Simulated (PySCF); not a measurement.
## Computed vibrations of [Ce(NH3)6]4+

[Ce(NH3)6]4+ (singlet). PySCF 2.14.0, RKS BP86, Ce lcecp-2-SVP with ECP46, N def2-SVP, H def2-SVP; non-relativistic Hamiltonian with scalar-relativistic core potentials where named; density fitting; no spin-orbit coupling. Central differences of gradients.

```xyz
25

Ce    0.0000    0.0000    0.0000
N     0.0268    0.0310    2.5363
H     0.8446    0.5063    2.9876
H    -0.7809    0.5053    3.0066
H     0.0330   -0.9017    3.0145
N    -0.0268   -0.0310   -2.5363
H     0.7809   -0.5053   -3.0066
H    -0.8446   -0.5063   -2.9876
H    -0.0330    0.9017   -3.0145
N     2.5363   -0.0020    0.0059
H     2.9990   -0.4718    0.8207
H     3.0077   -0.4693   -0.8052
H     3.0014    0.9373    0.0084
N     0.0000    2.5360    0.0295
H     0.3800    2.9905    0.8941
H     0.5509    3.0146   -0.7230
H    -0.9349    3.0013   -0.0619
N    -2.5363    0.0020   -0.0059
H    -3.0077    0.4693    0.8052
H    -2.9990    0.4718   -0.8207
H    -3.0014   -0.9373   -0.0084
N     0.0000   -2.5360   -0.0295
H    -0.5509   -3.0146    0.7230
H    -0.3800   -2.9905   -0.8941
H     0.9349   -3.0013    0.0619
```

Run from Python with OMP_NUM_THREADS=4. Where DIIS fails, smearing, a level shift and second-order steps follow.
It took 16 min on 4 threads of Arm Neoverse V1, with other jobs on the host.

(1) What are the harmonic wavenumbers and infrared intensities?

(2) Is this a minimum?

Results:

(1) Modes are labelled in Ci; negative numbers are unstable modes, those under 60 cm⁻¹ near the noise; a finer grid moves soft modes by up to 10 cm⁻¹.
```json
{"cm⁻¹": "-103", "km/mol": "–", "symmetry": "au"}
{"cm⁻¹": "-101", "km/mol": "–", "symmetry": "au"}
{"cm⁻¹": "-98", "km/mol": "–", "symmetry": "au"}
{"cm⁻¹": "-97", "km/mol": "–", "symmetry": "au"}
{"cm⁻¹": "-94", "km/mol": "–", "symmetry": "au"}
{"cm⁻¹": "-90", "km/mol": "–", "symmetry": "au"}
{"cm⁻¹": "-53", "km/mol": "–", "symmetry": "ag"}
{"cm⁻¹": "32", "km/mol": "0.0", "symmetry": "au"}
{"cm⁻¹": "34", "km/mol": "0.0", "symmetry": "au"}
{"cm⁻¹": "53", "km/mol": "0.0", "symmetry": "ag"}
{"cm⁻¹": "74", "km/mol": "0.0", "symmetry": "ag"}
{"cm⁻¹": "98", "km/mol": "0.0", "symmetry": "au"}
{"cm⁻¹": "104", "km/mol": "0.0", "symmetry": "ag"}
{"cm⁻¹": "118", "km/mol": "0.0", "symmetry": "ag"}
{"cm⁻¹": "123", "km/mol": "0.0", "symmetry": "ag"}
{"cm⁻¹": "313", "km/mol": "0.0", "symmetry": "ag"}
{"cm⁻¹": "314", "km/mol": "0.0", "symmetry": "ag"}
{"cm⁻¹": "314", "km/mol": "17.7", "symmetry": "au"}
{"cm⁻¹": "315", "km/mol": "18.9", "symmetry": "au"}
{"cm⁻¹": "316", "km/mol": "19.9", "symmetry": "au"}
{"cm⁻¹": "349", "km/mol": "0.0", "symmetry": "ag"}
{"cm⁻¹": "575", "km/mol": "0.1", "symmetry": "au"}
{"cm⁻¹": "576", "km/mol": "0.7", "symmetry": "au"}
{"cm⁻¹": "576", "km/mol": "0.8", "symmetry": "au"}
{"cm⁻¹": "582", "km/mol": "0.0", "symmetry": "ag"}
{"cm⁻¹": "584", "km/mol": "0.0", "symmetry": "ag"}
{"cm⁻¹": "585", "km/mol": "0.0", "symmetry": "ag"}
{"cm⁻¹": "621", "km/mol": "249.7", "symmetry": "au"}
{"cm⁻¹": "622", "km/mol": "251.6", "symmetry": "au"}
{"cm⁻¹": "623", "km/mol": "245.7", "symmetry": "au"}
{"cm⁻¹": "658", "km/mol": "0.0", "symmetry": "ag"}
{"cm⁻¹": "661", "km/mol": "0.0", "symmetry": "ag"}
{"cm⁻¹": "663", "km/mol": "0.0", "symmetry": "ag"}
{"cm⁻¹": "1372", "km/mol": "0.0", "symmetry": "ag"}
{"cm⁻¹": "1373", "km/mol": "0.0", "symmetry": "ag"}
{"cm⁻¹": "1377", "km/mol": "292.1", "symmetry": "au"}
{"cm⁻¹": "1377", "km/mol": "285.1", "symmetry": "au"}
{"cm⁻¹": "1379", "km/mol": "276.4", "symmetry": "au"}
{"cm⁻¹": "1397", "km/mol": "0.0", "symmetry": "ag"}
{"cm⁻¹": "1543", "km/mol": "0.0", "symmetry": "ag"}
{"cm⁻¹": "1548", "km/mol": "91.7", "symmetry": "au"}
{"cm⁻¹": "1549", "km/mol": "143.0", "symmetry": "au"}
{"cm⁻¹": "1554", "km/mol": "75.3", "symmetry": "au"}
{"cm⁻¹": "1555", "km/mol": "75.7", "symmetry": "au"}
{"cm⁻¹": "1557", "km/mol": "94.5", "symmetry": "au"}
{"cm⁻¹": "1558", "km/mol": "0.0", "symmetry": "ag"}
{"cm⁻¹": "1559", "km/mol": "0.0", "symmetry": "ag"}
{"cm⁻¹": "1560", "km/mol": "0.0", "symmetry": "ag"}
{"cm⁻¹": "1566", "km/mol": "0.0", "symmetry": "ag"}
{"cm⁻¹": "1569", "km/mol": "12.3", "symmetry": "au"}
{"cm⁻¹": "1569", "km/mol": "0.0", "symmetry": "ag"}
{"cm⁻¹": "3214", "km/mol": "0.0", "symmetry": "ag"}
{"cm⁻¹": "3215", "km/mol": "0.0", "symmetry": "ag"}
{"cm⁻¹": "3216", "km/mol": "515.1", "symmetry": "au"}
{"cm⁻¹": "3217", "km/mol": "524.6", "symmetry": "au"}
{"cm⁻¹": "3218", "km/mol": "492.4", "symmetry": "au"}
{"cm⁻¹": "3238", "km/mol": "0.0", "symmetry": "ag"}
{"cm⁻¹": "3276", "km/mol": "120.4", "symmetry": "au"}
{"cm⁻¹": "3276", "km/mol": "0.0", "symmetry": "ag"}
{"cm⁻¹": "3276", "km/mol": "81.2", "symmetry": "au"}
{"cm⁻¹": "3277", "km/mol": "0.0", "symmetry": "ag"}
{"cm⁻¹": "3277", "km/mol": "73.9", "symmetry": "au"}
{"cm⁻¹": "3277", "km/mol": "0.0", "symmetry": "ag"}
{"cm⁻¹": "3278", "km/mol": "544.0", "symmetry": "au"}
{"cm⁻¹": "3279", "km/mol": "0.0", "symmetry": "ag"}
{"cm⁻¹": "3279", "km/mol": "488.5", "symmetry": "au"}
{"cm⁻¹": "3280", "km/mol": "0.0", "symmetry": "ag"}
{"cm⁻¹": "3281", "km/mol": "348.4", "symmetry": "au"}
{"cm⁻¹": "3282", "km/mol": "0.0", "symmetry": "ag"}
```

(2) No: 7 unstable; the lowest moves the atoms so:
```
Ce  -0.01  0.01  0.00
N    0.07 -0.10  0.00
H    0.04 -0.04  0.00
H    0.04 -0.17  0.02
H    0.15 -0.11 -0.02
N    0.07 -0.10  0.00
H    0.04 -0.17  0.02
H    0.04 -0.04  0.00
H    0.15 -0.11 -0.02
N    0.00  0.04 -0.18
H    0.03  0.18 -0.11
H   -0.03 -0.09 -0.11
H   -0.01  0.05 -0.35
N   -0.04  0.01  0.17
H    0.07 -0.01  0.14
H   -0.14  0.04  0.12
H   -0.06  0.01  0.31
N    0.00  0.04 -0.18
H   -0.03 -0.09 -0.11
H    0.03  0.18 -0.11
H   -0.01  0.05 -0.35
N   -0.04  0.01  0.17
H   -0.14  0.04  0.12
H    0.07 -0.01  0.14
H   -0.06  0.01  0.31
```
